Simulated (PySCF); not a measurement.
Species: methanethial, CH₂S.
Numbering: `[CH2:1]=[S:2]` (hydrogens: H3, H4 on C1)

Method: PBE0-D3(BJ)/def2-TZVP geometry optimisation, gas phase in PySCF 2.14.0.

(1) What internal coordinates does the optimisation give?

## Answers

(1) 
| bond | length (Å) |
| --- | --- |
| C1=S2 | 1.599 |
| C1–H3, C1–H4 | 1.090 |

Bonds in one row agree within 0.01 Å and their mean is given. A selection of angles:
| angle | degrees |
| --- | --- |
| S2–C1–H3 | 122.2 |
| H3–C1–H4 | 115.6 |

Point group: C2v (tolerance 0.08 Å). Whether it is a minimum is left open (no frequencies).

---

Compound: bromotrifluorosilane, BrF₃Si.
Numbering: `[F:1][Si:2]([F:3])([F:4])[Br:5]`

Method used: PBE0-D3(BJ)/def2-SVP geometry optimisation, gas phase (PySCF 2.14.0).

(1) What internal coordinates does the optimisation give?

Results:

(1) 
| bond | length (Å) | order |
| --- | --- | --- |
| F1–Si2, Si2–F3, Si2–F4 | 1.594 | single |
| Si2–Br5 | 2.165 | single |

Bonds in one row agree within 0.01 Å and their mean is given. Orders are formal, as drawn. A selection of angles:
| angle | degrees |
| --- | --- |
| F1–Si2–F3 | 108.4 |
| F1–Si2–Br5 | 110.7 |

All 3 F–Si bonds measure 1.594 Å. Si2 (fluorine-bound silicon) is tetrahedral (angles from 108.1° to 110.9°).

Point group: C3v (tolerance 0.08 Å). Stationary, but not proved a minimum.

---

Compound: BI4 (charge -1).
SMILES with atom numbers: `[I:1][B-:2]([I:3])([I:4])[I:5]`

Level of theory: PBE0-D3(BJ)/def2-SVP geometry optimisation, gas phase, def2 core potentials past Kr in PySCF 2.14.0.

Question: What internal coordinates does the optimisation give?

Answer: 
```json
{"bond": "I1–B2 and 3 like bonds", "length (bohr)": "4.262"}
```

Bonds in one row agree within 0.02 bohr and their mean is given. A selection of angles:
```json
{"angle": "I1–B2–I3", "degrees": "109.5"}
```

All 4 B–I bonds measure 2.254 to 2.257 Å. B2 (four-coordinate boron) is tetrahedral (angles from 109.3° to 109.6°).

Point group: Td (every atom within 0.08 Å of its image). Not checked by PBE0-D3(BJ)/def2-SVP frequencies. The geometry's basis has no diffuse functions, a weakness for an anion.
